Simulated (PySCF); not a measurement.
Ionisation energy of Fe¹³⁺ by level of theory

Fe¹³⁺ [Ne] 3s2 3p1 (2P) → Fe¹⁴⁺ [Ne] 3s2 (1S), as a difference of total energies. Computed with PySCF 2.14 in an uncontracted even-tempered set (17 s from 0.69 bohr⁻², ratio 2.5; 11 p from 0.9 bohr⁻², ratio 2.5; 5 d from 5 bohr⁻², ratio 2.7; 4 f from 7.5 bohr⁻², ratio 2.7), with the non-relativistic Hamiltonian (point nucleus). Correlated levels: outer shells: 1s2 frozen; virtual orbitals above 40 to 60 times the deepest correlated orbital energy dropped. The calculations carry no spin-orbit coupling.

```tsv
method	ionisation energy (eV)
UHF	388.62
MP2 (outer shells)	389.15
SCS-MP2 (outer shells)	389.07
CCSD (outer shells)	389.19
CCSD(T) (outer shells)	389.20
```

**Question.** How much does correlation contribute at CCSD(T) (outer shells)?

**Answer.** 389.20 − (388.62) = 0.58 eV, measured against UHF.

A first-order spin-orbit estimate (lowest level to lowest level, LS coupling) adds 1.427 eV.

These non-relativistic numbers lack the scalar-relativistic shift.

For comparison: 392.2 ± 0.7 eV (semi-empirical (NIST evaluation); NIST Atomic Spectra Database, ionization energies).
